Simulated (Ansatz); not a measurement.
The cluster Li9H8⁺. Total charge 1; singlet. Geometry PBE-D4/def2-SVP, basis def2-TZVP, Ansatz.

```tsv
atom	x (Å)	y (Å)	z (Å)
Li1	-0.907	3.014	-0.824
Li2	0.815	0.244	0.929
Li3	-1.654	0.614	-0.101
Li4	-0.291	-1.370	-0.974
Li5	2.084	-1.552	3.239
Li6	2.114	-2.535	0.440
Li7	-0.141	-1.772	2.067
Li8	-1.910	1.507	-2.560
Li9	0.510	1.151	-1.844
H10	1.449	-1.163	-0.427
H11	-2.419	2.008	-0.885
H12	-0.942	-0.040	-1.917
H13	1.539	-2.813	2.079
H14	-0.395	2.517	-2.496
H15	-0.928	-0.971	0.686
H16	0.955	-0.393	2.641
H17	0.121	1.555	-0.054
```

```csv
run,HOMO (eV),LUMO (eV)
A,-9.49,-4.19
B,-10.61,-3.68
C,-9.09,-4.53
D,-8.96,-4.09
E,-8.43,-4.98
F,-11.91,-2.71
```

HSE06 is defined as in plane-wave codes, on full-range PBE exchange. Another isomer (singlet) lies 0.05 eV lower at PBE0-D4/def2-TZVP; other spin states weren't run for this one.

Question: The runs used BHLYP, HSE06, LDA (SPW92), PBE0, r2SCANh, ωB97X-V. Estimate which is which.

Answer: A PBE0 (25 % exact exchange); B BHLYP (50 % exact exchange); C HSE06 (range-separated); D r2SCANh (10 % exact exchange); E LDA (SPW92) (0 % exact exchange); F ωB97X-V (range-separated). Exact exchange lowers occupied and raises empty levels; among semilocal functionals meta-GGAs tend to open the gap a little, and such runs are hard to tell apart. The gap grows from 3.46 eV (LDA (SPW92)) to 9.20 eV (ωB97X-V).
